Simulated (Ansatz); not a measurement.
PBE exchange is replaced step by step with exact exchange (0 % is PBE, 25 % PBE0; no dispersion term), basis def2-SVP, Ansatz. System: Sn(vinyl)3(OEt) (C8H14OSn). Charge 0, multiplicity 1. Geometry: r2SCAN-D4/def2-SVP.

Geometry of the singlet:

```tsv
atom	x (Å)	y (Å)	z (Å)
Sn1	-0.184	0.138	0.419
C2	0.739	1.968	1.011
C3	0.690	2.455	2.259
H4	1.289	2.520	0.237
H5	0.157	1.943	3.071
H6	1.183	3.397	2.533
C7	-2.299	0.337	0.127
C8	-2.907	1.527	0.230
H9	-2.902	-0.552	-0.105
H10	-2.354	2.448	0.463
H11	-3.990	1.641	0.087
C12	0.329	-1.473	1.741
C13	1.352	-1.365	2.600
H14	-0.259	-2.401	1.723
H15	1.969	-0.459	2.661
H16	1.624	-2.180	3.284
O17	0.667	-0.175	-1.373
C18	0.300	-1.291	-2.152
C19	1.067	-1.247	-3.459
H20	0.523	-2.247	-1.626
H21	-0.792	-1.299	-2.366
H22	0.812	-2.104	-4.102
H23	0.836	-0.317	-4.001
H24	2.151	-1.264	-3.262
```

In the def2 sets Sn takes a core potential; there is no spin–orbit coupling.

| exact exchange (%) | HOMO (eV) | LUMO (eV) | gap (eV) |
| --- | --- | --- | --- |
| 0 | -5.34 | -1.64 | 3.71 |
| 10 | -5.96 | -1.27 | 4.69 |
| 15 | -6.27 | -1.08 | 5.19 |
| 25 | -6.90 | -0.72 | 6.18 |
| 35 | -7.53 | -0.35 | 7.17 |
| 50 | -8.47 | 0.19 | 8.66 |

Question: Fit a straight line to the column «gap (eV)» against the share of exact exchange and predict its value at 5 %.

Answer: With x = exact exchange (%) and y = gap (eV): mean x = 22.5, mean y = 5.933; Σ(x − x̄)(y − ȳ) = 162.2, Σ(x − x̄)² = 1638; slope b = 0.09902, intercept a = ȳ − b·x̄ = 3.705. The residuals of the fitted rows reach 0.01. At x = 5 the line gives 3.705 + (0.09902 × 5) = 4.20; the run gave 4.20, the same within rounding.
